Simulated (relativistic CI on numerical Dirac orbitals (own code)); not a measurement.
## Ligand-field terms of d9

Computed with a parametric ligand-field model of a d^n configuration (Racah B and C, spin-orbit zeta, crystal field), exact diagonalisation.

Field parameters in Wybourne normalisation: Oh B⁴₀ = 21Dq, B⁴₄ = √(5/14) B⁴₀; Td as Oh with Dq negative (B⁴₀ = 21Dq, B⁴₄ = √(5/14) B⁴₀). The field is a parameter set, without covalency.

Task: Ground term and bands for B = 720, C = 2900, ζ = 0 cm⁻¹, Oh, 10Dq = 38750 cm⁻¹?

Result: Ground term 2E with 3.00 electrons in the two orbitals of the cubic e set. Spin-allowed: 2T2 38750 cm⁻¹ (258 nm). Lowest spin-forbidden: none.

Task: Ground term and bands for B = 590, C = 2620, ζ = 0 cm⁻¹, Oh, 10Dq = 24900 cm⁻¹?

Result: Ground term 2E with 3.00 electrons in the two orbitals of the cubic e set. Spin-allowed: 2T2 24900 cm⁻¹ (402 nm). Lowest spin-forbidden: none.

Task: Ground term and bands for B = 690, C = 2670, ζ = 0 cm⁻¹, Td, 10Dq = -3300 cm⁻¹?

Result: Ground term 2T2 with 4.00 electrons in the two orbitals of the cubic e set. Spin-allowed: 2E 3300 cm⁻¹ (3030 nm). Lowest spin-forbidden: none.

Task: Ground term and bands for B = 540, C = 2450, ζ = 0 cm⁻¹, Oh, 10Dq = 8800 cm⁻¹?

Result: Ground term 2E with 3.00 electrons in the two orbitals of the cubic e set. Spin-allowed: 2T2 8800 cm⁻¹ (1136 nm). Lowest spin-forbidden: none.

Task: Ground term and bands for B = 720, C = 2700, ζ = 0 cm⁻¹, Oh, 10Dq = 30700 cm⁻¹?

Result: Ground term 2E with 3.00 electrons in the two orbitals of the cubic e set. Spin-allowed: 2T2 30700 cm⁻¹ (326 nm). Lowest spin-forbidden: none.
